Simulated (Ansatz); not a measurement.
Geometry optimisation, DFT PBEsol, scalar-relativistic, plane waves, PAW (Ansatz).

Input:

```yaml
crystal:
  lattice:
    - [6.889419, 0.0, 0.0]
    - [0.0, 6.889419, 0.0]
    - [0.0, 0.0, 6.889419]
  atoms:
    - { symbol: O, position: [0.0865111, 0.9841593, 0.8611781] }
    - { symbol: H, position: [0.1125774, 1.0962689, 0.7804515] }
    - { symbol: H, position: [0.0671728, 0.8797001, 0.7690962] }
    - { symbol: O, position: [0.4124079, 0.2981664, 0.8961871] }
    - { symbol: H, position: [0.4983373, 0.408057, 0.9136514] }
    - { symbol: H, position: [0.3034207, 0.3265022, 0.9803517] }
    - { symbol: O, position: [0.1844869, 0.5063264, 0.2813311] }
    - { symbol: H, position: [0.0464239, 0.479884, 0.2792739] }
    - { symbol: H, position: [0.2373764, 0.4046667, 0.3627732] }
    - { symbol: O, position: [0.9394691, 0.3361295, 1.0116222] }
    - { symbol: H, position: [0.948439, 0.4699728, 0.969547] }
    - { symbol: H, position: [1.0179029, 0.2658671, 0.9184765] }
    - { symbol: O, position: [0.7263883, 0.4352183, 0.6458644] }
    - { symbol: H, position: [0.6982205, 0.572041, 0.6300239] }
    - { symbol: H, position: [0.8159386, 0.4066054, 0.5413328] }
    - { symbol: O, position: [0.5787111, 0.0396699, 0.2012728] }
    - { symbol: H, position: [0.6695568, 0.1466543, 0.2094097] }
    - { symbol: H, position: [0.5667692, 0.0156126, 0.0632748] }
    - { symbol: O, position: [0.139325, 0.8445117, 0.3847504] }
    - { symbol: H, position: [0.045111, 0.7698766, 0.4576759] }
    - { symbol: H, position: [0.0732061, 0.8743782, 0.26433] }
    - { symbol: O, position: [0.4967115, 0.1098438, 0.542311] }
    - { symbol: H, position: [0.5419166, 0.2150442, 0.6238842] }
    - { symbol: H, position: [0.3567993, 0.1235488, 0.5435551] }
    - { symbol: C, position: [0.2266435, 0.5256187, 0.6808338] }
    - { symbol: C, position: [0.4071223, 0.6038131, 0.7600313] }
    - { symbol: "N", position: [0.5527024, 0.6668873, 0.8239146] }
    - { symbol: H, position: [0.1070873, 0.5519048, 0.7814303] }
    - { symbol: H, position: [0.1932195, 0.5951565, 0.5424445] }
    - { symbol: H, position: [0.2404694, 0.3695046, 0.6575633] }
basis:
  ecutwfc: 420.0
kpoints:
  mp_grid: { grid: [1, 1, 1] }
hamiltonian:
  xc: pbesol
scf:
  occupations: { method: fermi_dirac, width: 0.05 }
  lower_state_search: "off"
relax:
  f_tol: 0.3
  max_steps: 15
  adjacent_minimum: "off"
```

Run as:

```bash
$ ansatz run input.yaml --threads 1 --pin off --max-ram 3072MiB --backend cpu --events-out ev --progress --plain --runs-dir out
```

Problem. Where does it end, and by what steps?

Solution. The forces met the threshold. The threshold is loose, so the end isn't yet a minimum. Limits of this set-up: coarse k mesh. After 14 steps the energy has fallen by 5.860 eV; H20 moved furthest, 1.63 Å.

| step | energy less start (eV) | largest force component (eV/Å) | accepted |
| --- | --- | --- | --- |
| 0 | 0.0000 | 2.028 | yes |
| 1 | -1.2536 | 0.966 | yes |
| 2 | -2.1549 | 1.445 | yes |
| 3 | -2.8564 | 1.137 | yes |
| 4 | -3.4519 | 2.370 | yes |
| 5 | -3.9294 | 1.894 | yes |
| 6 | -4.3385 | 1.423 | yes |
| 7 | -4.6925 | 0.890 | yes |
| 8 | -4.9141 | 0.932 | yes |
| 9 | -5.0737 | 1.504 | yes |
| 10 | -5.2616 | 1.201 | yes |
| 11 | -5.4413 | 0.811 | yes |
| 12 | -5.5971 | 0.606 | yes |
| 13 | -5.7626 | 0.420 | yes |
| 14 | -5.8600 | 0.250 | yes |

```xyz
30
Lattice="6.8894 0.0000 0.0000 0.0000 6.8894 0.0000 0.0000 0.0000 6.8894" Properties=species:S:1:pos:R:3
O 0.870 6.881 6.582
H 1.718 7.347 6.301
H 0.486 6.487 5.783
O 2.811 1.644 5.966
H 3.763 1.809 5.789
H 2.557 2.212 6.799
O 1.980 2.920 1.153
H 0.996 2.800 0.989
H 2.204 2.354 1.936
O 6.385 2.260 7.333
H 6.050 2.601 6.467
H 6.752 1.371 7.096
O 5.204 2.927 4.923
H 4.831 3.844 4.946
H 5.418 2.758 3.985
O 4.710 -0.368 2.032
H 3.989 0.166 2.465
H 4.480 -0.403 1.084
O 0.474 6.328 2.409
H -0.523 6.467 2.365
H 0.718 6.272 1.452
O 2.499 1.023 3.121
H 2.560 1.175 4.094
H 1.670 0.467 2.962
C 1.587 4.364 4.620
C 2.824 4.960 5.045
N 3.849 5.419 5.352
H 0.844 4.412 5.444
H 1.192 4.881 3.707
H 1.772 3.289 4.413
```

Run time: 27 s on 1 thread of AMD EPYC 7R13 Processor (Zen 3), on a shared host, peak memory 0.43 GiB.
